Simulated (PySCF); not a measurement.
C3H9AsSi.
Bonds: C1–C2 (double), C2–C3, C3–As4, As4–Si5. Hydrogens: H6, H7 on C1; H8 on C2; H9, H10 on C3; H11 on As4; H12, H13, H14 on Si5.

A linear-response calculation (PySCF, def2-SVPD basis, gas phase, vertical, core orbitals frozen in the response) gave these numbers; the functional is withheld.

Orbital energies (eV): HOMO-3 -10.95, HOMO-2 -10.09, HOMO-1 -8.96, HOMO -8.03, LUMO 0.77, LUMO+1 0.88, LUMO+2 0.99.

```csv
state,E (eV),f,"main configurations (H = HOMO, L = LUMO)"
S1,5.73,0.068,"H→L (60%), H→L+2 (20%)"
S2,6.13,0.162,"H→L+2 (52%), H→L (25%), H→L+1 (10%)"
S3,6.21,0.180,"H→L+1 (71%), H→L+2 (18%)"
S4,6.67,0.198,"H-1→L (44%), H-1→L+1 (15%), H→L+3 (10%)"
S5,6.75,0.046,"H→L+3 (69%), H-1→L+2 (14%)"
S6,7.08,0.020,"H→L+4 (57%), H-1→L (12%)"
```

Triplets (Tamm–Dancoff): T1 4.10 eV, H→L (44%), H-1→L (17%); T2 5.10 eV, H→L (32%), H→L+2 (29%), H-1→L (16%); T3 5.22 eV, H→L+1 (59%), H-1→L+1 (13%), H→L+4 (8%); T4 5.89 eV, H→L+2 (45%), H→L+3 (16%), H-1→L+2 (9%).

Vertical ionisation energy by ΔSCF with the same functional: 8.74 eV. Mean static polarisability: 101.9 au.

Question: Which of these was used?
A. HF
B. CAM-B3LYP
C. PBE
D. B3LYP

Answer: B. CAM-B3LYP is range-separated, 19% exact exchange at short range and 65% at long range (ω = 0.33 bohr⁻¹). In this run −ε(HOMO) = 8.03 eV differs from the ΔSCF value by -0.71 eV, and S1 differs from the orbital gap of 8.80 eV by -3.06 eV. The ratio −ε(HOMO)/IP is 0.92. Small neutral molecules mostly give 0.85 to 0.93 with CAM-B3LYP, 0.5 to 0.7 with PBE, 0.67 to 0.83 with B3LYP; Hartree–Fock can't fall below 1, since the ion's relaxation only lowers the ΔSCF value.

Theory: PySCF 2.14.0, density-fitted response routines, TDDFT CAM-B3LYP/def2-SVPD, vertical, gas phase, core orbitals frozen in the response. Isolated species at its PBE0-D3(BJ)/def2-SVP geometry (one conformer only). The CAM-B3LYP/def2-SVPD calculation is non-relativistic and has no spin–orbit coupling, an omission that weighs most on arsenic.

Conformer computed: `[CH2:1]=[CH:2][CH2:3][AsH:4][SiH3:5]`: C1–C2–C3–As4 -106°, C2–C3–As4–Si5 -47°.
